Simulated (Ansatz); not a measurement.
Isolated molecules relaxed with PBE0-D4/def2-TZVP in Ansatz; ΔE leaves out vibrations. CCSD(T)/CBS is the MP2 limit (def2-TZVPP, def2-QZVPP) plus CCSD(T) − MP2 in def2-TZVPP, frozen cores. This one scheme is used for every species. DFT in def2-TZVPP. B3LYP here is the variant with VWN-RPA as its local correlation; programs differ in this. HSE06 is defined as in plane-wave codes. One conformer a species, not always the lowest.

Reaction (ligand exchange at the Si–Cl bond): `O[SiH2][SiH2]Cl` + `O[SiH3]` → `O[SiH2][SiH2]O[SiH3]` + HCl

```csv
level,ΔE (kJ/mol),difference from CCSD(T)/CBS
BLYP-D4,-6.8,-3.1
HSE06-D4,3.0,6.7
BHLYP-D4,-10.8,-7.1
BLYP,1.1,4.8
B3LYP,-1.1,2.6
LC-ωPBE,2.1,5.8
HF/def2-TZVPP,-7.4,-3.7
CCSD/def2-TZVPP,-8.5,-4.8
HF/CBS(def2),-9.4,-5.7
MP2/CBS(def2),0.5,4.2
CCSD(T)/CBS,-3.7,0
```

(1) What do rigid-rotor, harmonic-oscillator terms from PBE0-D4/def2-TZVP frequencies (298.15 K, 1 bar) make of the CCSD(T)/CBS value? (Estimate.)

Largest T1 diagnostic among the species: 0.012.

Results:

(1) Ansatz gave: ΔZPE = -8.2 kJ/mol, ΔH = -9.1 kJ/mol, ΔS = -9 J/(mol·K), ΔG = -6.3 kJ/mol. Modes under 50 cm⁻¹ make the entropy rough.

From BLYP to BHLYP (50 % exact exchange), in def2-TZVPP and without D4, ΔE moves by −6.0 kJ/mol. Leaving LDA and LC-ωPBE aside and taking each functional with its dispersion term where it has one, the values, not all of them listed here, spread over 15.4 kJ/mol, from BHLYP-D4 to PBE-D4. LDA lies −7.7 kJ/mol from PBE without D4. At CCSD(T), def2-SVP lies −3.2 kJ/mol from the extrapolated value and def2-TZVPP −4.0 kJ/mol.
